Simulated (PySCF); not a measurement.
C2H8GaNO2 (SMILES CC[O][Ga]([NH2])[OH]), singlet, geometry from GFN2-xTB (such geometries of metal compounds can be far from the true shape); DF-CAMB3LYP/def2-TZVPD (PySCF).

Input for PySCF:
```python
from pyscf import gto, scf, dft

mol = gto.Mole()
mol.atom = '''
    Ga    0.088672    0.589173    0.272315
    O     1.823335    0.352890    0.292061
    H     2.410782    1.090458    0.442190
    O    -1.074383   -0.644164   -0.171353
    C    -0.987987   -1.952788   -0.695344
    C     0.411342   -2.313608   -1.169053
    H    -1.311791   -2.655625    0.082615
    H    -1.695028   -2.010464   -1.533176
    H     1.107275   -2.232101   -0.333872
    H     0.432289   -3.327049   -1.563533
    H     0.722522   -1.614179   -1.946213
    N    -0.694616    2.224672    0.638119
    H    -0.377450    2.672560    1.492469
    H    -1.706857    2.167911    0.671625
'''
mol.basis = 'def2-tzvpd'
mol.charge = 0
mol.spin = 0
mol.verbose = 4
mol.max_memory = 1800
mol.build()

mf = dft.RKS(mol)
mf.xc = 'camb3lyp'
mf = mf.density_fit(auxbasis='def2-universal-jkfit')
mf.kernel()
```

Q: Predict the main parts of the log of this PySCF run.

A: 
```
PySCF version 2.14.0

[INPUT] verbose = 4
[INPUT] num. atoms = 14
[INPUT] num. electrons = 74
[INPUT] charge = 0
[INPUT] spin (= nelec alpha-beta = 2S) = 0
[INPUT] symmetry False subgroup None
[INPUT] Mole.unit = angstrom
[INPUT] Symbol           X                Y                Z      unit          X                Y                Z       unit  Magmom
[INPUT]  1 Ga     0.088672000000   0.589173000000   0.272315000000 AA    0.167565794917   1.113375609988   0.514600769611 Bohr   0.0
[INPUT]  2 O      1.823335000000   0.352890000000   0.292061000000 AA    3.445603783334   0.666865452098   0.551915301667 Bohr   0.0
[INPUT]  3 H      2.410782000000   1.090458000000   0.442190000000 AA    4.555717726031   2.060666970341   0.835617995021 Bohr   0.0
[INPUT]  4 O     -1.074383000000  -0.644164000000  -0.171353000000 AA   -2.030289622889  -1.217293539304  -0.323810240623 Bohr   0.0
[INPUT]  5 C     -0.987987000000  -1.952788000000  -0.695344000000 AA   -1.867024844631  -3.690234499337  -1.314009722360 Bohr   0.0
[INPUT]  6 C      0.411342000000  -2.313608000000  -1.169053000000 AA    0.777323723531  -4.372085479603  -2.209189995101 Bohr   0.0
[INPUT]  7 H     -1.311791000000  -2.655625000000   0.082615000000 AA   -2.478925722669  -5.018403939548   0.156119723781 Bohr   0.0
[INPUT]  8 H     -1.695028000000  -2.010464000000  -1.533176000000 AA   -3.203138693469  -3.799226343298  -2.897282740756 Bohr   0.0
[INPUT]  9 H      1.107275000000  -2.232101000000  -0.333872000000 AA    2.092446494578  -4.218059572368  -0.630926640661 Bohr   0.0
[INPUT] 10 H      0.432289000000  -3.327049000000  -1.563533000000 AA    0.816907816662  -6.287211413008  -2.954649156720 Bohr   0.0
[INPUT] 11 H      0.722522000000  -1.614179000000  -1.946213000000 AA    1.365368698973  -3.050356226024  -3.677809550068 Bohr   0.0
[INPUT] 12 N     -0.694616000000   2.224672000000   0.638119000000 AA   -1.312634001741   4.204020796988   1.205870144881 Bohr   0.0
[INPUT] 13 H     -0.377450000000   2.672560000000   1.492469000000 AA   -0.713277125717   5.050406451468   2.820357659403 Bohr   0.0
[INPUT] 14 H     -1.706857000000   2.167911000000   0.671625000000 AA   -3.225492263797   4.096758052432   1.269187308411 Bohr   0.0

nuclear repulsion = 481.455610445436
number of shells = 125
number of NR pGTOs = 460
number of NR cGTOs = 317
basis = def2-tzvpd
ecp = {}

******** <class 'pyscf.df.df_jk.DFRKS'> ********
method = DFRKS
initial guess = minao
damping factor = 0
level_shift factor = 0
DIIS = <class 'pyscf.scf.diis.CDIIS'>
diis_start_cycle = 1
diis_space = 8
diis_damp = 0
SCF conv_tol = 1e-09
SCF conv_tol_grad = None
SCF max_cycles = 50
direct_scf = False
XC library pyscf.dft.libxc version 7.1.2
    S. Lehtola, C. Steigemann, M. J. T. Oliveira, and M. A. L. Marques,  SoftwareX 7, 1–5 (2018)
XC functionals = camb3lyp
    T. Yanai, D. P. Tew, and N. C. Handy,  Chem. Phys. Lett. 393, 51 (2004)
radial grids:
    Treutler-Ahlrichs [JCP 102, 346 (1995); DOI:10.1063/1.469408] (M4) radial grids

becke partition: Becke, JCP 88, 2547 (1988); DOI:10.1063/1.454033
pruning grids: <function nwchem_prune>
grids dens level: 3
symmetrized grids: False
atomic radii adjust function: <function treutler_atomic_radii_adjust>
small_rho_cutoff = 0
Set gradient conv threshold to 3.16228e-05
Initial guess from minao.
tot grids = 169672
******** <class 'pyscf.df.df.DF'> ********
auxbasis = def2-universal-jkfit
Create RSH-DF object <pyscf.df.df.DF object> for omega=0.33
******** <class 'pyscf.df.df.DF'> ********
auxbasis = auxmol.basis = def2-universal-jkfit
init E= -2211.13581488497
  HOMO = -0.328674754068839  LUMO = -0.0824467544524339  gap/eV = 6.70021
cycle= 1 E= -2211.01819567654  delta_E= 0.118  |g|= 1.31  |ddm|= 3.24
  HOMO = -0.184140401405843  LUMO = 0.00851786278070316  gap/eV = 5.24250
cycle= 2 E= -2210.73929537163  delta_E= 0.279  |g|= 1.91  |ddm|= 2.85
  HOMO = -0.316759026582235  LUMO = -0.00669866907321648  gap/eV = 8.43717
cycle= 3 E= -2211.27717062324  delta_E= -0.538  |g|= 0.124  |ddm|= 1.59
  HOMO = -0.328733373964433  LUMO = -0.00578068682267485  gap/eV = 8.78799
cycle= 4 E= -2211.27916100395  delta_E= -0.00199  |g|= 0.0771  |ddm|= 0.15
  HOMO = -0.326093356556058  LUMO = -0.00516985524898672  gap/eV = 8.73277
cycle= 5 E= -2211.28019580051  delta_E= -0.00103  |g|= 0.0116  |ddm|= 0.0698
  HOMO = -0.326712364800755  LUMO = -0.00525550062682356  gap/eV = 8.74729
cycle= 6 E= -2211.2802211855  delta_E= -2.54e-05  |g|= 0.0045  |ddm|= 0.0163
  HOMO = -0.32670704868102  LUMO = -0.00526221579573161  gap/eV = 8.74696
cycle= 7 E= -2211.28022550871  delta_E= -4.32e-06  |g|= 0.00138  |ddm|= 0.00564
  HOMO = -0.326592771430841  LUMO = -0.0052680636123128  gap/eV = 8.74369
cycle= 8 E= -2211.28022587162  delta_E= -3.63e-07  |g|= 0.00075  |ddm|= 0.00199
  HOMO = -0.326639077796193  LUMO = -0.00526573579131195  gap/eV = 8.74501
cycle= 9 E= -2211.28022599086  delta_E= -1.19e-07  |g|= 8.71e-05  |ddm|= 0.000744
  HOMO = -0.326634999505266  LUMO = -0.00526528248441593  gap/eV = 8.74492
cycle= 10 E= -2211.28022599672  delta_E= -5.85e-09  |g|= 2.76e-05  |ddm|= 0.000287
  HOMO = -0.326638325402479  LUMO = -0.00526631488346396  gap/eV = 8.74498
cycle= 11 E= -2211.28022599699  delta_E= -2.71e-10  |g|= 1.96e-05  |ddm|= 5.84e-05
  HOMO = -0.326634940908762  LUMO = -0.0052657106277394  gap/eV = 8.74490
Extra cycle  E= -2211.28022599699  delta_E= -4.55e-13  |g|= 2.36e-05  |ddm|= 3.91e-05
converged SCF energy = -2211.28022599699
```
